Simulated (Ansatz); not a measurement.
Ansatz (a first-principles code) input:

Ansatz 0.2 input:
```yaml
crystal:
  periodic: [false, false, false]
  atoms:
    - {symbol: Se, position_ang: [-0.00124381, 0.05708994, 0.00093953]}
    - {symbol: H, position_ang: [-1.02995211, -0.99348070, -0.01282780]}
    - {symbol: H, position_ang: [1.07224155, -0.94757714, -0.01911605]}
basis:
  gaussian:
    orbitals: def2-TZVPD
hamiltonian:
  xc: {name: r2SCAN}
output: {forces: true}
```

Predict the final energy.

-2402.73568 Eh (r2SCAN/def2-TZVPD). The basis has 75 functions.
